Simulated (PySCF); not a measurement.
A made-up structure of BSiH$_{2}$I, closed shell:

Si1  (-0.323, 0.631, -0.615)
B2  (0.517, -0.606, 0.490)
I3  (1.910, -1.866, 1.281)
H4  (0.470, 0.245, 1.263)
H5  (-0.635, 1.885, 0.122)
(Å)

It is relaxed with PBE-D4/def2-SVP and then PBE0-D4/def2-TZVP (PySCF 2.14 with density fitting (its default auxiliary sets; JK sets also for MP2 and CCSD(T))). Atoms count as bonded within 1.22 times the sum of their covalent radii (H–H: 0.88 Å). The end point is not checked to be a true minimum.

(1) Does its bonding change? (A judgement: the text doesn't fix the answer.)

Answers

(1) Computed: Yes. Formed: Si1–H4, B2–H5; broken: none.

Where it ends: The first stage lowers the energy by 2.00 eV in 28 steps. It ends as BSiH₂I ([I][B]12[H][Si]1[H]2):
```
atom    x (Å)    y (Å)    z (Å)
 Si1   0.2216   0.9526  -0.8953
  B2   0.4766  -0.2388   0.4633
  I3   0.8034  -1.6891   1.9489
  H4   1.0776   0.9317   0.5901
  H5  -0.7058   0.3499   0.4148
```

Labels in which every atom is bracketed show which atoms are joined, not bond orders.

For scale, one of the runs: PBE0-D4/def2-TZVP relaxation, 130 basis functions, launched by `OMP_NUM_THREADS=2 python run.py`. Hardware: 2 CPU threads of an Arm Neoverse V1, shared host. Wall time 75 s; peak host memory 1.3 GiB.
